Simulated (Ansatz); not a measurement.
The cluster Li4S, relaxed as a singlet with RKS B3LYP-D4/def2-TZVP in Ansatz, starting from the GFN1-xTB geometry. Force threshold 0.02 eV/Å.

The restricted singlet is unstable towards broken spin symmetry in Hartree–Fock (as tested in another run); at B3LYP-D4/def2-TZVP this wasn't settled. Another isomer (triplet) lies 0.07 eV lower at PBE0-D4/def2-TZVP; other spin states weren't run for this one.

Start:

Cartesian coordinates in Å:
```
Li 2.4133 0.6493 -1.2376
Li -1.1815 -1.3070 -0.3016
Li -1.5208 0.9172 0.2163
Li -0.3549 -0.4453 1.6765
S 0.6440 0.1859 -0.3536
```

Question: Estimate the energy that the relaxation releases and the steps that it takes.

Answer: 16.1 kcal/mol, in 5 steps; 4.4 s on 4 threads of Arm Neoverse V2 on a shared host. No frequencies were taken in this run, so the end may be a saddle point.

Question: Does the start keep its bonding and symmetry?

Answer: By distances, no bond broke or formed, bridged metal pairs apart. The bond that changes most is Li1–S5, from 2.03 to 2.18 Å (atoms count from 1). Metal–metal contacts that move far: Li2–Li3 2.31 to 2.95 Å, Li2–Li4 2.31 to 2.95 Å, Li3–Li4 2.31 to 2.95 Å. Point group C3v at the start, C3v at the end, both within 0.05 Å.

Question: Predict the relaxed structure.

Answer: 
```xyz
5

Li    2.271    0.610   -1.168
Li   -1.083   -1.555   -0.605
Li   -1.520    1.288    0.060
Li   -0.041   -0.455    1.924
S     0.373    0.110   -0.210
```
Bond lengths (bridged metal pairs left out): 4 × Li–S 2.18 to 2.25 Å.
